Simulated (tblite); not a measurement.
A geometry optimisation, step by step.

Compound: C5H9NO2Si.
Numbering: `[CH3:1][NH:2][C:3](=[O:4])[C:5](=[O:6])/[CH:7]=[CH:8]/[SiH3:9]` (hydrogens: H10, H11, H12 on C1; H13 on N2; H14 on C7; H15 on C8; H16, H17, H18 on Si9)

Computed with GFN2-xTB (tblite), gas phase: L-BFGS steps from a force-field or distance-geometry start until the largest atomic force falls under 0.01 eV/Å. 4 of its 86 geometries are shown.

Step 0: E = -762.0086 eV, largest atomic force 5.012 eV/Å
```
atom  x, y, z in Å  |  force x, y, z in eV/Å
C1     -3.750    0.453   -0.514   -0.789  -0.495   0.383
N2     -2.596    0.004    0.212    3.084  -0.228   0.008
C3     -1.314    0.191   -0.429   -3.715   1.745  -2.877
O4     -1.307    0.747   -1.591    0.211  -1.823   3.716
C5     -0.095   -0.235    0.241    1.098  -1.368   2.574
O6     -0.099   -0.777    1.375   -0.684   1.008  -1.954
C7      1.212   -0.042   -0.419   -1.815   0.324  -0.326
C8      2.279   -0.440    0.227    1.841  -0.160   0.220
Si9     3.913   -0.194   -0.626    0.863  -0.028  -0.396
H10    -3.437    1.225   -1.218   -0.010   0.026   0.134
H11    -4.503    0.847    0.209    0.441  -0.298  -0.644
H12    -4.187   -0.384   -1.123    0.181   0.582   0.558
H13    -2.659   -0.443    1.179    0.247   0.833  -1.931
H14     1.312    0.412   -1.400   -0.520  -0.053   0.240
H15     2.284   -0.900    1.200   -0.482   0.001   0.079
H16     4.855    0.443    0.311   -0.087  -0.132  -0.139
H17     3.749    0.631   -1.839    0.030  -0.053   0.235
H18     4.334   -1.532   -1.073    0.105   0.118   0.120
```

Step 28: E = -762.8843 eV, largest atomic force 0.055 eV/Å
```
atom  x, y, z in Å  |  force x, y, z in eV/Å
C1     -3.776    0.432   -0.481   -0.001   0.000  -0.010
N2     -2.506    0.061    0.088    0.009  -0.001   0.004
C3     -1.332    0.259   -0.531    0.007  -0.005   0.031
O4     -1.192    0.789   -1.618   -0.032   0.001   0.036
C5     -0.146   -0.254    0.303    0.032   0.006  -0.016
O6     -0.334   -0.767    1.391    0.001   0.015  -0.041
C7      1.153   -0.063   -0.342    0.002   0.007  -0.016
C8      2.319   -0.432    0.195   -0.028  -0.003   0.005
Si9     3.989   -0.213   -0.652   -0.045   0.001   0.014
H10    -3.594    1.202   -1.230    0.004  -0.014  -0.021
H11    -4.439    0.820    0.292    0.035   0.007   0.007
H12    -4.255   -0.423   -0.966   -0.002  -0.006   0.017
H13    -2.481   -0.419    0.978    0.030  -0.005  -0.013
H14     1.101    0.409   -1.314   -0.011   0.003   0.004
H15     2.293   -0.897    1.175   -0.049  -0.003  -0.006
H16     4.902    0.408    0.307    0.026  -0.005   0.025
H17     3.823    0.632   -1.829   -0.005   0.036  -0.041
H18     4.467   -1.539   -1.044    0.028  -0.034   0.021
```

Step 57: E = -762.9021 eV, largest atomic force 0.016 eV/Å
```
atom  x, y, z in Å  |  force x, y, z in eV/Å
C1     -3.797    0.397   -0.434    0.011  -0.004   0.002
N2     -2.499    0.026    0.061    0.006  -0.001   0.001
C3     -1.345    0.331   -0.551    0.003  -0.006  -0.006
O4     -1.239    0.956   -1.589   -0.005   0.006  -0.005
C5     -0.139   -0.215    0.226   -0.003  -0.012  -0.003
O6     -0.308   -0.783    1.290    0.001  -0.004   0.008
C7      1.155   -0.002   -0.418   -0.005  -0.004  -0.001
C8      2.295   -0.432    0.130   -0.004  -0.001   0.004
Si9     4.016   -0.236   -0.609   -0.001   0.004   0.003
H10    -3.648    1.008   -1.323   -0.001   0.000  -0.003
H11    -4.343    0.971    0.317   -0.003   0.003  -0.009
H12    -4.377   -0.490   -0.697   -0.013   0.004   0.002
H13    -2.426   -0.503    0.921   -0.003   0.006   0.007
H14     1.119    0.516   -1.365    0.000   0.011   0.003
H15     2.203   -0.939    1.085    0.005  -0.011   0.003
H16     4.855    0.397    0.410    0.015   0.004  -0.002
H17     3.949    0.584   -1.815   -0.006   0.000  -0.005
H18     4.520   -1.577   -0.916    0.003   0.002   0.002
```

Step 85: E = -762.9039 eV, largest atomic force 0.008 eV/Å
```
atom  x, y, z in Å  |  force x, y, z in eV/Å
C1     -3.793    0.408   -0.439    0.007   0.003   0.000
N2     -2.501    0.027    0.063    0.003  -0.007  -0.003
C3     -1.343    0.313   -0.551    0.003   0.005   0.000
O4     -1.230    0.929   -1.593   -0.003   0.002  -0.004
C5     -0.141   -0.239    0.230   -0.001   0.002   0.001
O6     -0.318   -0.835    1.277    0.001   0.001   0.000
C7      1.157    0.008   -0.393   -0.003  -0.005  -0.002
C8      2.297   -0.448    0.135    0.000   0.003   0.002
Si9     4.012   -0.223   -0.610    0.006   0.001  -0.004
H10    -3.637    0.960   -1.365    0.005  -0.002  -0.006
H11    -4.312    1.046    0.279   -0.004  -0.005   0.004
H12    -4.404   -0.474   -0.640   -0.001   0.006   0.004
H13    -2.435   -0.497    0.927   -0.005   0.003   0.004
H14     1.125    0.572   -1.314   -0.005  -0.005  -0.002
H15     2.207   -1.002    1.063    0.003  -0.007   0.002
H16     4.855    0.439    0.388   -0.008   0.000   0.000
H17     3.915    0.580   -1.827    0.000  -0.001   0.004
H18     4.539   -1.557   -0.905    0.003   0.004   0.000
```

Question: Summarise the path.

Answer: The energy falls by 20.65 kcal/mol from step 0 to step 85; nine tenths of that is first reached at step 8. It falls at every step. The largest force goes from 5.012 to 0.008 eV/Å. Among the bonds N2–C3 changes most, from 1.445 to 1.341 Å; the atoms move by 0.239 Å rms after alignment.

Question: Follow the three bonds and two angles with the largest change from start to end.

Answer: 
```json
{"step": "0", "E above end (kcal/mol)": "20.65", "largest force (eV/Å)": "5.012", "N2–C3 (Å)": "1.445", "C3–C5 (Å)": "1.455", "C3=O4 (Å)": "1.288", "C7–C8–H15 (°)": "125.4", "C7–C8–Si9 (°)": "116.7"}
{"step": "4", "E above end (kcal/mol)": "4.99", "largest force (eV/Å)": "0.489", "N2–C3 (Å)": "1.349", "C3–C5 (Å)": "1.522", "C3=O4 (Å)": "1.218", "C7–C8–H15 (°)": "119.0", "C7–C8–Si9 (°)": "119.6"}
{"step": "7", "E above end (kcal/mol)": "2.14", "largest force (eV/Å)": "0.476", "N2–C3 (Å)": "1.343", "C3–C5 (Å)": "1.541", "C3=O4 (Å)": "1.218", "C7–C8–H15 (°)": "113.5", "C7–C8–Si9 (°)": "123.8"}
{"step": "11", "E above end (kcal/mol)": "0.93", "largest force (eV/Å)": "0.172", "N2–C3 (Å)": "1.343", "C3–C5 (Å)": "1.528", "C3=O4 (Å)": "1.219", "C7–C8–H15 (°)": "115.6", "C7–C8–Si9 (°)": "124.5"}
{"step": "15", "E above end (kcal/mol)": "0.75", "largest force (eV/Å)": "0.099", "N2–C3 (Å)": "1.340", "C3–C5 (Å)": "1.532", "C3=O4 (Å)": "1.217", "C7–C8–H15 (°)": "116.5", "C7–C8–Si9 (°)": "124.5"}
{"step": "18", "E above end (kcal/mol)": "0.65", "largest force (eV/Å)": "0.146", "N2–C3 (Å)": "1.340", "C3–C5 (Å)": "1.536", "C3=O4 (Å)": "1.218", "C7–C8–H15 (°)": "116.8", "C7–C8–Si9 (°)": "124.1"}
{"step": "22", "E above end (kcal/mol)": "0.55", "largest force (eV/Å)": "0.084", "N2–C3 (Å)": "1.341", "C3–C5 (Å)": "1.535", "C3=O4 (Å)": "1.216", "C7–C8–H15 (°)": "117.0", "C7–C8–Si9 (°)": "123.9"}
{"step": "26", "E above end (kcal/mol)": "0.48", "largest force (eV/Å)": "0.068", "N2–C3 (Å)": "1.342", "C3–C5 (Å)": "1.537", "C3=O4 (Å)": "1.217", "C7–C8–H15 (°)": "117.4", "C7–C8–Si9 (°)": "123.8"}
{"step": "30", "E above end (kcal/mol)": "0.43", "largest force (eV/Å)": "0.060", "N2–C3 (Å)": "1.341", "C3–C5 (Å)": "1.539", "C3=O4 (Å)": "1.216", "C7–C8–H15 (°)": "117.3", "C7–C8–Si9 (°)": "124.2"}
{"step": "33", "E above end (kcal/mol)": "0.36", "largest force (eV/Å)": "0.098", "N2–C3 (Å)": "1.340", "C3–C5 (Å)": "1.537", "C3=O4 (Å)": "1.216", "C7–C8–H15 (°)": "117.1", "C7–C8–Si9 (°)": "123.7"}
{"step": "37", "E above end (kcal/mol)": "0.27", "largest force (eV/Å)": "0.081", "N2–C3 (Å)": "1.341", "C3–C5 (Å)": "1.538", "C3=O4 (Å)": "1.216", "C7–C8–H15 (°)": "116.3", "C7–C8–Si9 (°)": "123.3"}
{"step": "41", "E above end (kcal/mol)": "0.22", "largest force (eV/Å)": "0.069", "N2–C3 (Å)": "1.341", "C3–C5 (Å)": "1.535", "C3=O4 (Å)": "1.216", "C7–C8–H15 (°)": "116.3", "C7–C8–Si9 (°)": "123.6"}
{"step": "44", "E above end (kcal/mol)": "0.18", "largest force (eV/Å)": "0.064", "N2–C3 (Å)": "1.340", "C3–C5 (Å)": "1.535", "C3=O4 (Å)": "1.216", "C7–C8–H15 (°)": "116.8", "C7–C8–Si9 (°)": "124.0"}
{"step": "48", "E above end (kcal/mol)": "0.12", "largest force (eV/Å)": "0.066", "N2–C3 (Å)": "1.341", "C3–C5 (Å)": "1.536", "C3=O4 (Å)": "1.216", "C7–C8–H15 (°)": "116.5", "C7–C8–Si9 (°)": "124.9"}
{"step": "52", "E above end (kcal/mol)": "0.08", "largest force (eV/Å)": "0.056", "N2–C3 (Å)": "1.341", "C3–C5 (Å)": "1.535", "C3=O4 (Å)": "1.216", "C7–C8–H15 (°)": "116.4", "C7–C8–Si9 (°)": "125.3"}
{"step": "55", "E above end (kcal/mol)": "0.05", "largest force (eV/Å)": "0.037", "N2–C3 (Å)": "1.341", "C3–C5 (Å)": "1.536", "C3=O4 (Å)": "1.216", "C7–C8–H15 (°)": "116.1", "C7–C8–Si9 (°)": "125.8"}
{"step": "59", "E above end (kcal/mol)": "0.04", "largest force (eV/Å)": "0.019", "N2–C3 (Å)": "1.341", "C3–C5 (Å)": "1.535", "C3=O4 (Å)": "1.216", "C7–C8–H15 (°)": "116.0", "C7–C8–Si9 (°)": "125.8"}
{"step": "63", "E above end (kcal/mol)": "0.03", "largest force (eV/Å)": "0.016", "N2–C3 (Å)": "1.341", "C3–C5 (Å)": "1.536", "C3=O4 (Å)": "1.216", "C7–C8–H15 (°)": "116.1", "C7–C8–Si9 (°)": "125.9"}
{"step": "67", "E above end (kcal/mol)": "0.03", "largest force (eV/Å)": "0.017", "N2–C3 (Å)": "1.341", "C3–C5 (Å)": "1.536", "C3=O4 (Å)": "1.216", "C7–C8–H15 (°)": "116.0", "C7–C8–Si9 (°)": "125.9"}
{"step": "70", "E above end (kcal/mol)": "0.03", "largest force (eV/Å)": "0.018", "N2–C3 (Å)": "1.341", "C3–C5 (Å)": "1.536", "C3=O4 (Å)": "1.216", "C7–C8–H15 (°)": "116.1", "C7–C8–Si9 (°)": "125.9"}
{"step": "74", "E above end (kcal/mol)": "0.02", "largest force (eV/Å)": "0.020", "N2–C3 (Å)": "1.341", "C3–C5 (Å)": "1.536", "C3=O4 (Å)": "1.216", "C7–C8–H15 (°)": "116.2", "C7–C8–Si9 (°)": "125.9"}
{"step": "78", "E above end (kcal/mol)": "0.01", "largest force (eV/Å)": "0.021", "N2–C3 (Å)": "1.341", "C3–C5 (Å)": "1.536", "C3=O4 (Å)": "1.216", "C7–C8–H15 (°)": "116.2", "C7–C8–Si9 (°)": "125.5"}
{"step": "81", "E above end (kcal/mol)": "0.00", "largest force (eV/Å)": "0.020", "N2–C3 (Å)": "1.341", "C3–C5 (Å)": "1.536", "C3=O4 (Å)": "1.216", "C7–C8–H15 (°)": "116.2", "C7–C8–Si9 (°)": "125.6"}
{"step": "85", "E above end (kcal/mol)": "0.00", "largest force (eV/Å)": "0.008", "N2–C3 (Å)": "1.341", "C3–C5 (Å)": "1.536", "C3=O4 (Å)": "1.216", "C7–C8–H15 (°)": "116.2", "C7–C8–Si9 (°)": "125.4"}
```

The cost below is that of the whole relaxation. Time: 0.64 s. Hardware: one thread of an Arm Neoverse V1, no GPU (shared host).
